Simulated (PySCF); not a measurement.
Input for PySCF:
```python
from pyscf import gto, scf, mcscf
import numpy

mol = gto.M(
    atom='''
Si    0.72274237   -0.14007618    0.42230182
F     1.80153939    0.24374046   -0.69079993
F     0.72631103   -1.73541828    0.49290345
N    -0.80003145    0.32761717   -0.17893851
C    -2.02827728   -0.25685070    0.31388475
C    -1.01164481    1.61445137   -0.80531126
H     1.23311753    0.33963409    1.68798430
H    -1.82752530   -1.24153754    0.72604460
H    -2.73892773   -0.35768596   -0.50972979
H    -2.48653794    0.36562328    1.09034410
H    -1.41016563    2.34688769   -0.09461863
H    -1.72602691    1.50674731   -1.62481768
H    -0.07322835    1.98757384   -1.20523557
''',
    basis='sto-3g',
    verbose=4,
)

mf = scf.RHF(mol)
mf.kernel()
mc = mcscf.CASSCF(mf, 2, 2)
mc.kernel()
occ = numpy.linalg.eigvalsh(mc.fcisolver.make_rdm1(mc.ci, mc.ncas, mc.nelecas))[::-1]
ss = mc.fcisolver.spin_square(mc.ci, mc.ncas, mc.nelecas)[0]
print('natural occupations', occ.round(4), ' <S^2>', round(ss, 4))
```

### Question
Give the SCF-reference HOMO energy at the level CASSCF(2,2)/STO-3G run with PySCF.

### Answer
-7.70 eV

### Question
Predict the SCF-reference dipole moment from CASSCF(2,2)/STO-3G.

### Answer
1.99 D

### Question
Predict the natural occupations of the active orbitals from CASSCF(2,2)/STO-3G.

### Answer
1.98, 0.02

### Question
What is the computed SCF-reference Mulliken (on the basis functions themselves) charges in atom order (CASSCF(2,2)/STO-3G)?

### Answer
Si1 1.21, F2 -0.35, F3 -0.35, N4 -0.51, C5 -0.09, C6 -0.09, H7 -0.18, H8 0.06, H9 0.06, H10 0.05, H11 0.05, H12 0.06, H13 0.06

### Question
What nuclear repulsion energy does CASSCF(2,2)/STO-3G give?

### Answer
339.2301 Eh
